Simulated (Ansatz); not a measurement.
Reaction (atomization): `FC1[CH2][SnH2][CH2]1` → 3 C• + F• + 7 H• + Sn•

Program: Ansatz. Geometries: PBE0-D4/def2-TZVP. ΔE: electronic, gas phase. CCSD(T)/CBS adds triple-zeta CCSD(T) − MP2 to the extrapolated MP2 energy (def2 sets, frozen cores). This one scheme is used for every species, atoms too. Functionals use def2-TZVPP. B3LYP here is the variant with VWN-RPA as its local correlation; programs differ in this. No spin–orbit coupling; open shells (•) take unrestricted orbitals. Spin–orbit coupling would lower the free atoms: a little for C, F; strongly for Sn. Elements past krypton have def2 core potentials. For Sn outer-core shells are correlated without core-valence functions, so the limit isn't a true one: a few kJ/mol of doubt a bond, and 10 to 20 or more in all where bonds break to atoms.

`FC1[CH2][SnH2][CH2]1`:

Z-matrix (Å, degrees):
```
C
C 1 1.525
Sn 1 2.594 2 56.5
F 1 1.393 2 112.5 3 -151.2
C 1 1.525 2 106.6 3 -27.4
H 1 1.097 2 109.6 3 91.1
H 2 1.093 1 110.4 3 107.8
H 2 1.087 1 115.8 3 -126.5
H 3 1.704 1 112.3 2 105.9
H 3 1.702 1 136.4 2 -74.0
H 5 1.093 1 110.4 2 -80.4
H 5 1.087 1 115.8 2 153.8
```

Q: What is ΔE at CCSD(T)/CBS? (An estimate is asked.)

A: The calculation gave: +4283.7 kJ/mol.

Q: What do these levels give: PBE-D4, PBE0-D4, B3LYP-D4, ωB97M-V, PBE, r2SCAN, PBE0, HF/def2-TZVPP, CCSD(T)/def2-TZVPP, HF/def2-QZVPP, MP2/def2-QZVPP, HF/CBS(def2)? (Best estimate.)

A: Ansatz gave: PBE-D4 4352.0, PBE0-D4 4282.8, B3LYP-D4 4245.5, ωB97M-V 4272.1, PBE 4326.5, r2SCAN 4267.6, PBE0 4261.3, HF/def2-TZVPP 3076.1, CCSD(T)/def2-TZVPP 4178.6, HF/def2-QZVPP 3081.0, MP2/def2-QZVPP 4284.3, HF/CBS(def2) 3081.8 kJ/mol.

Largest T1 diagnostic among the species: 0.012.

The D4 term adds +41.2 kJ/mol with B3LYP and +21.4 kJ/mol with PBE0; it sums over pairs of atoms, weighted by their polarisabilities, and B3LYP, whose exchange is more repulsive, gets the larger term. From PBE to PBE0 (25 % exact exchange), in def2-TZVPP and without D4, ΔE moves by −65.2 kJ/mol: exact exchange takes away binding that semilocal exchange gives to molecules.

For atomizations the MP2-based limit and the directly extrapolated one differ by several kJ/mol either way, and by 10 to 25 for some Ge, Se and Sn compounds, so smaller differences from it don't rank the levels.
